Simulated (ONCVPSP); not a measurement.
zinc: excitation energies, all-electron against ONCV

| Quantity | Value |
| --- | --- |
| Element | Zn |
| Generator | ONCVPSP 4.0.1 |
| Type | optimised norm-conserving Vanderbilt (ONCV) |
| Functional | PBEsol |
| Relativity | fully relativistic |
| Frozen core | [Ne] |
| Valence charge | 20 |
| Reference configuration | 3s2 3p6 3d10 4s2 |
| Partial waves | 3s+4s: rc 1.25 bohr, ncon 3, nbas 8, qcut 8.7 1/bohr, 2 projectors; 3p: rc 1.00 bohr, ncon 4, nbas 7, qcut 13.3 1/bohr, 3 projectors, debl 3.1 Ha; 3d: rc 1.35 bohr, ncon 4, nbas 9, qcut 10 1/bohr, 1 projector |
| Local potential | polynomial inside 0.75 bohr (lpopt 5, dvloc0 3 Ha) |
| Core correction | none |

Open shells are filled in proportion to 2j + 1.

Energies are relative to the spin-unpolarised reference configuration 3s2 3p6 3d10 4s2; without spin polarisation the order of configurations can differ from experiment.

```json
{"valence configuration": "3s2 3p6 3d10 4s1", "charge": "+1", "ΔE all-electron (eV)": "9.901", "error AE − PS (meV)": "+2.7"}
{"valence configuration": "3s2 3p6 3d10 4s0", "charge": "+2", "ΔE all-electron (eV)": "28.250", "error AE − PS (meV)": "+14"}
{"valence configuration": "3s2 3p6 3d9 4s0", "charge": "+3", "ΔE all-electron (eV)": "68.759", "error AE − PS (meV)": "-23"}
{"valence configuration": "3s2 3p6 3d9 4s2 4p1", "charge": "0", "ΔE all-electron (eV)": "12.282", "error AE − PS (meV)": "+38"}
```
